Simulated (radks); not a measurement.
The vanadium ion V+, configuration [Ar] 3d1.5 4s1 4p1.5 (fractional occupations, a model configuration). All-electron calculation, scalar-relativistic Kohn-Sham, LDA (Slater exchange, Perdew-Wang correlation), spin-polarised, spherical densities, finite nucleus; open shells are filled with parallel spins first; Fermi nuclear charge, rms radius 3.6002 fm. Program: a radial shooting solver on a logarithmic mesh with Libxc functionals.

Radial electron density D(r) = 4 pi r^2 rho(r):

```
   r/bohr * D(r) (the largest magnitude, 29.8, reaches the edge; | marks zero)
 0.007073 |      *
 0.007911 |        *
 0.008778 |         *
 0.009818 |           *
  0.01089 |             *
  0.01209 |                *
  0.01352 |                  *
    0.015 |                     *
  0.01678 |                         *
  0.01862 |                            *
  0.02083 |                                *
  0.02311 |                                   *
  0.02564 |                                      *
  0.02868 |                                          *
  0.03182 |                                             *
   0.0356 |                                               *
   0.0395 |                                                 *
  0.04383 |                                                  *
  0.04902 |                                                  *
  0.05439 |                                                 *
  0.06084 |                                               *
  0.06751 |                                             *
  0.07491 |                                          *
  0.08378 |                                        *
  0.09297 |                                      *
    0.104 |                                      *
   0.1154 |                                      *
    0.128 |                                        *
   0.1432 |                                            *
   0.1589 |                                               *
   0.1777 |                                                   *
   0.1972 |                                                     *
   0.2188 |                                                      *
   0.2448 |                                                    *
   0.2716 |                                                *
   0.3038 |                                         *
   0.3371 |                                  *
    0.374 |                           *
   0.4183 |                     *
   0.4642 |                 *
   0.5192 |                *
   0.5761 |                *
   0.6392 |                  *
    0.715 |                   *
   0.7933 |                    *
   0.8874 |                   *
   0.9846 |                 *
    1.093 |              *
    1.222 |           *
    1.356 |        *
    1.517 |     *
    1.683 |   *
    1.882 |  *
    2.089 |  *
    2.318 | *
    2.592 | *
    2.876 | *
    3.217 | *
     3.57 |*
    3.961 |*
     4.43 |*
    4.916 *
    5.499 *
    6.101 *
     6.77 *
    7.572 *
    8.402 *
    9.398 *
```

D(r) has 3 maxima, at r = 0.0460, 0.214, 0.806 bohr, and minima at 0.103, 0.532 bohr, inside which lie 2.13, 10.47 electrons.
